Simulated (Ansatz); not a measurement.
Ansatz (a quantum-chemistry and plane-wave program) input (PBE/6-31G*):

Ansatz 0.2 input:
```yaml
crystal:
  periodic: [false, false, false]
  atoms:
    - {symbol: Cl, position_ang: [2.11238200, -1.48098100, -0.17882100]}
    - {symbol: Si, position_ang: [1.28504200, 0.52473500, 0.48185700]}
    - {symbol: Si, position_ang: [-0.87509400, -0.23788400, -0.14988200]}
    - {symbol: Cl, position_ang: [-2.38560900, 1.29615200, 0.00395400]}
    - {symbol: H, position_ang: [1.44882100, 1.20214200, -0.88189000]}
    - {symbol: H, position_ang: [-1.11117800, -0.76854900, -1.52850000]}
    - {symbol: H, position_ang: [-1.43206200, -1.30742100, 0.73547900]}
basis:
  gaussian:
    orbitals: 6-31G*
hamiltonian:
  xc: {name: PBE}
total_charge: -1
relax: {f_tol: 0.003, max_steps: 120}
```

Output:

```
Functional definition: PBE
integrals: 0.03 GiB planned
994 factors; their error is unknown
mean field: 0.19 GiB planned
mean field evaluation 1: about -40831.8236 eV, gradient 1.4e1 eV
mean field evaluation 2: about -40831.8017 eV, gradient 1.4e1 eV
mean field evaluation 4: about -40832.5795 eV, gradient 8.4e-1 eV
mean field evaluation 8: about -40832.5055 eV, gradient 1.9e-2 eV
mean field -40832.50545567 eV, -1500.5668982298 hartree, gradient 3.3e-5 eV, S^2 0.000000; 0 other end points of the search recorded, 0 dependent functions left out
the calculation of the forces begins
reference -40832.50549058 eV, -1500.5668995124 hartree; 33, 33 occupied and 49, 49 virtual orbitals, 994 factors
relax step   1: F+E_penalty+E_count = -40832.50545567 eV  Δ(F+E_penalty+E_count) = +0.000e0 eV  max|allowed force component| = 3.755e-1 eV/Å  Δτ_max = 0.0000 Å  (25 SCF iters, accepted)
these checks for a lower state are left out or cut short: starts, cluster_reference, orbital_swaps, neighbouring_geometries, increment
integrals: 0.03 GiB planned
994 factors; their error is unknown
mean field: 0.19 GiB planned
mean field evaluation 16: about -40832.5931 eV, gradient 8.6e-1 eV
mean field -40832.52010861 eV, -1500.5674367153 hartree, gradient 8.1e-6 eV, S^2 0.000000; 0 other end points of the search recorded, 0 dependent functions left out
the calculation of the forces begins
reference -40832.52014359 eV, -1500.5674380007 hartree; 33, 33 occupied and 49, 49 virtual orbitals, 994 factors
relax step   2: F+E_penalty+E_count = -40832.52010861 eV  Δ(F+E_penalty+E_count) = -1.465e-2 eV  max|allowed force component| = 1.066e-1 eV/Å  Δτ_max = 0.0296 Å  (28 SCF iters, accepted)
these checks for a lower state are left out or cut short: starts, cluster_reference, orbital_swaps, neighbouring_geometries, increment
integrals: 0.03 GiB planned
994 factors; their error is unknown
mean field: 0.19 GiB planned
mean field -40832.52169254 eV, -1500.5674949235 hartree, gradient 8.0e-6 eV, S^2 0.000000; 0 other end points of the search recorded, 0 dependent functions left out
the calculation of the forces begins
reference -40832.52172758 eV, -1500.5674962114 hartree; 33, 33 occupied and 49, 49 virtual orbitals, 994 factors
relax step   3: F+E_penalty+E_count = -40832.52169254 eV  Δ(F+E_penalty+E_count) = -1.584e-3 eV  max|allowed force component| = 1.884e-2 eV/Å  Δτ_max = 0.0179 Å  (29 SCF iters, accepted)
these checks for a lower state are left out or cut short: starts, cluster_reference, orbital_swaps, neighbouring_geometries, increment
integrals: 0.03 GiB planned
994 factors; their error is unknown
mean field: 0.19 GiB planned
mean field evaluation 32: about -40832.5219 eV, gradient 7.5e-5 eV
mean field -40832.52188907 eV, -1500.5675021458 hartree, gradient 8.4e-6 eV, S^2 0.000000; 0 other end points of the search recorded, 0 dependent functions left out
the calculation of the forces begins
reference -40832.52192409 eV, -1500.5675034330 hartree; 33, 33 occupied and 49, 49 virtual orbitals, 994 factors
relax step   4: F+E_penalty+E_count = -40832.52188907 eV  Δ(F+E_penalty+E_count) = -1.965e-4 eV  max|allowed force component| = 6.046e-3 eV/Å  Δτ_max = 0.0063 Å  (22 SCF iters, accepted)
these checks for a lower state are left out or cut short: starts, cluster_reference, orbital_swaps, neighbouring_geometries, increment
integrals: 0.03 GiB planned
994 factors; their error is unknown
mean field: 0.19 GiB planned
mean field -40832.52194793 eV, -1500.5675043092 hartree, gradient 5.8e-6 eV, S^2 0.000000; 0 other end points of the search recorded, 0 dependent functions left out
the calculation of the forces begins
reference -40832.52198296 eV, -1500.5675055964 hartree; 33, 33 occupied and 49, 49 virtual orbitals, 994 factors
relax step   5: F+E_penalty+E_count = -40832.52194793 eV  Δ(F+E_penalty+E_count) = -5.887e-5 eV  max|allowed force component| = 4.761e-3 eV/Å  Δτ_max = 0.0046 Å  (22 SCF iters, accepted)
these checks for a lower state are left out or cut short: starts, cluster_reference, orbital_swaps, neighbouring_geometries, increment
integrals: 0.03 GiB planned
994 factors; their error is unknown
mean field: 0.19 GiB planned
mean field -40832.52205282 eV, -1500.5675081638 hartree, gradient 2.6e-5 eV, S^2 0.000000; 0 other end points of the search recorded, 0 dependent functions left out
the calculation of the forces begins
reference -40832.52208785 eV, -1500.5675094511 hartree; 33, 33 occupied and 49, 49 virtual orbitals, 994 factors
relax step   6: F+E_penalty+E_count = -40832.52205282 eV  Δ(F+E_penalty+E_count) = -1.049e-4 eV  max|allowed force component| = 1.116e-2 eV/Å  Δτ_max = 0.0169 Å  (27 SCF iters, accepted)
these checks for a lower state are left out or cut short: starts, cluster_reference, orbital_swaps, neighbouring_geometries, increment
integrals: 0.03 GiB planned
994 factors; their error is unknown
mean field: 0.19 GiB planned
mean field -40832.52207060 eV, -1500.5675088171 hartree, gradient 6.1e-6 eV, S^2 0.000000; 0 other end points of the search recorded, 0 dependent functions left out
the calculation of the forces begins
reference -40832.52210563 eV, -1500.5675101045 hartree; 33, 33 occupied and 49, 49 virtual orbitals, 994 factors
relax step   7: F+E_penalty+E_count = -40832.52207060 eV  Δ(F+E_penalty+E_count) = -1.778e-5 eV  max|allowed force component| = 6.920e-3 eV/Å  Δτ_max = 0.0048 Å  (22 SCF iters, accepted)
these checks for a lower state are left out or cut short: starts, cluster_reference, orbital_swaps, neighbouring_geometries, increment
integrals: 0.03 GiB planned
994 factors; their error is unknown
mean field: 0.19 GiB planned
mean field -40832.52207576 eV, -1500.5675090068 hartree, gradient 6.7e-5 eV, S^2 0.000000; 0 other end points of the search recorded, 0 dependent functions left out
the calculation of the forces begins
reference -40832.52211080 eV, -1500.5675102942 hartree; 33, 33 occupied and 49, 49 virtual orbitals, 994 factors
relax step   8: F+E_penalty+E_count = -40832.52207576 eV  Δ(F+E_penalty+E_count) = -5.161e-6 eV  max|allowed force component| = 3.037e-3 eV/Å  Δτ_max = 0.0021 Å  (19 SCF iters, accepted)
these checks for a lower state are left out or cut short: starts, cluster_reference, orbital_swaps, neighbouring_geometries, increment
integrals: 0.03 GiB planned
994 factors; their error is unknown
mean field: 0.19 GiB planned
mean field -40832.52207663 eV, -1500.5675090385 hartree, gradient 1.8e-5 eV, S^2 0.000000; 0 other end points of the search recorded, 0 dependent functions left out
the calculation of the forces begins
reference -40832.52211166 eV, -1500.5675103260 hartree; 33, 33 occupied and 49, 49 virtual orbitals, 994 factors
relax step   9: F+E_penalty+E_count = -40832.52207663 eV  Δ(F+E_penalty+E_count) = -8.641e-7 eV  max|allowed force component| = 8.983e-4 eV/Å  Δτ_max = 0.0005 Å  (18 SCF iters, accepted)
integrals: 0.03 GiB planned
994 factors; their error is unknown
mean field: 0.19 GiB planned
mean field evaluation 64: about -40832.5221 eV, gradient 1.8e-5 eV
mean field -40832.52207663 eV, -1500.5675090385 hartree, gradient 1.8e-5 eV, S^2 0.000000; 1 other end points of the search recorded, 0 dependent functions left out
the calculation of the forces begins
reference -40832.52211166 eV, -1500.5675103260 hartree; 33, 33 occupied and 49, 49 virtual orbitals, 994 factors
Total energy: -40832.52211166 eV, -1500.5675103260 hartree
Atom 0 at     2.103746    -1.498546    -0.186401 Å, force     0.000332    -0.000366    -0.000223 eV/Å
Atom 1 at     1.309927     0.530635     0.496424 Å, force    -0.000898     0.000778     0.000458 eV/Å
Atom 2 at    -0.871264    -0.220589    -0.144108 Å, force     0.000517    -0.000230     0.000184 eV/Å
Atom 3 at    -2.430394     1.291671     0.000523 Å, force    -0.000332     0.000079     0.000102 eV/Å
Atom 4 at     1.473584     1.212633    -0.891115 Å, force     0.000427    -0.000627    -0.000270 eV/Å
Atom 5 at    -1.110688    -0.773883    -1.536928 Å, force    -0.000295     0.000294    -0.000040 eV/Å
Atom 6 at    -1.432609    -1.313727     0.743802 Å, force     0.000248     0.000073    -0.000211 eV/Å
Dipole moment:    -0.394440    -0.029766    -0.139082 e Å
```

The dipole moment of an ion depends on the origin.

The geometry given is a B3LYP-D3(BJ)/def2-TZVP minimum.
